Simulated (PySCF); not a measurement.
CH₄BClOS, SMILES COB(S)Cl.

Coordinates come from a PBE-D3(BJ)/def2-SVP optimisation. This is a generated structure with no PubChem entry under its InChIKey; it may be hypothetical. Other conformers were not sampled.

Two levels are set side by side: PBE/def2-TZVP (PySCF) and M06-2X/def2-TZVP (PySCF). Same geometry, gas phase. Differences are taken from unrounded values.

```
quantity                     M06-2X
---------------------------  ------
orbital gap (eV)               9.93
highest occupied level (eV)   -9.18
lowest empty level (eV)        0.75
dipole moment (D)              1.83
mean polarisability (bohr³)    60.2
```

Q: What does PBE give, and how far is it from M06-2X? (An estimate is asked for; the answer gives what the named calculation found.)

A: 
```csv
quantity,PBE,PBE minus M06-2X
orbital gap (eV),5.66,-4.28
highest occupied level (eV),-6.72,2.46
lowest empty level (eV),-1.06,-1.82
dipole moment (D),1.73,-0.10
mean polarisability (bohr³),63.1,2.9
```

PBE's occupied levels lie high since its potential decays too fast outside the molecule; exact exchange lowers them and widens the gap. Loosely held outer electrons make PBE densities more polarisable. Differences between two approximate levels are no errors against the true value.

Rough cost on one machine, each run with all the roots and properties that it gave: M06-2X against PBE about 3 times.
